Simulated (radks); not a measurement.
Valence configurations of Ba I (all share [Xe]). Method: scalar-relativistic Kohn-Sham, BLYP, spin-unpolarised, spherical densities, point nucleus; computed with a radial shooting solver on a logarithmic mesh with Libxc functionals. Energies are relative to 6s2; eigenvalues in eV.

valence,E (eV),e(5d),e(6p),e(6s)
6s2,0.000,-,-,-3.071
5d1 6s1,1.365,-1.219,-,-2.700
6s1 6p1,2.079,-,-1.541,-3.700
5d1 6p1,3.242,-1.996,-1.351,-
6p2,4.310,-,-1.935,-

NIST lists [Xe] 6s2 as the ground configuration; this level of theory agrees among the configurations tried. The energies are those of spherical spin-averaged densities, not of single terms. No valid solution was reached for [Xe] 4f1 6s1; [Xe] 4f0.5 6s1.5.
